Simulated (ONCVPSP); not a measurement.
**Logarithmic derivatives: boron, ONCV**

* Element: B
* Generator: ONCVPSP 4.0.1
* Type: optimised norm-conserving Vanderbilt (ONCV)
* Functional: PBEsol
* Relativity: scalar-relativistic
* Frozen core: [He]
* Valence charge: 3
* Reference configuration: 2s2 2p0.75 (charge +0.25)
* Partial waves: 2s: rc 1.35 bohr, ncon 4, nbas 7, qcut 5.2 1/bohr, 2 projectors, debl 0.6 Ha; 2p: rc 2.70 bohr, ncon 4, nbas 7, qcut 4.7 1/bohr, 2 projectors, debl 3.1 Ha; d scattering state at 0.45 Ha: rc 2.60 bohr, ncon 5, nbas 8, qcut 4 1/bohr, 1 projector
* Local potential: polynomial inside 1.05 bohr (lpopt 1, dvloc0 6 Ha)
* Core correction: polynomial model core, fcfact 0.55

The phase is arctan(r·R′/R) of the radial function R(r), unwrapped; energies in Ha, scanned from -2 to 5 Ha. A pole is an energy at which the radial function vanishes at the test radius. The pseudo phase is shifted by a multiple of π to meet the all-electron one at the reference energy, and phase errors are pseudo minus all-electron; the curves can meet again beyond the range given. Levels narrower than the energy grid can be missing from the lists of poles.

| channel | radius (bohr) | reference energy (Ha) | poles, all-electron | poles, pseudo | unbroken range about the reference energy with phases within 0.05 rad | phase error 1 Ha above the reference energy (rad) |
| --- | --- | --- | --- | --- | --- | --- |
| s | 1.37 | -0.43 | 2.91 | 2.88 | below 5.0 | -0.000 |
| p | 2.74 | -0.21 | 0.04, 2.14 | 0.04, 2.17 | below 0.5 | +0.222 |
| d | 2.64 | 0.45 | 1.43, 4.54 | 1.43, 4.77 | below 2.3 | +0.003 |

Phases in the p channel:

| E (Ha) | all-electron | pseudo |
| --- | --- | --- |
| -1.98 | 1.330 | 1.330 |
| -1.62 | 1.292 | 1.293 |
| -1.26 | 1.231 | 1.231 |
| -0.90 | 1.103 | 1.105 |
| -0.54 | 0.632 | 0.637 |
| -0.18 | -1.207 | -1.207 |
| 0.18 | -1.712 | -1.704 |
| 0.54 | -2.188 | -2.127 |
| 0.90 | -3.831 | -3.665 |
| 1.26 | -4.429 | -4.395 |
| 1.62 | -4.593 | -4.580 |
| 1.98 | -4.681 | -4.674 |
| 2.34 | -4.749 | -4.746 |
| 2.70 | -4.825 | -4.825 |
| 3.06 | -4.956 | -4.955 |
| 3.42 | -5.435 | -5.376 |
| 3.78 | -7.216 | -7.050 |
| 4.14 | -7.611 | -7.550 |
| 4.50 | -7.722 | -7.681 |
| 4.86 | -7.779 | -7.744 |
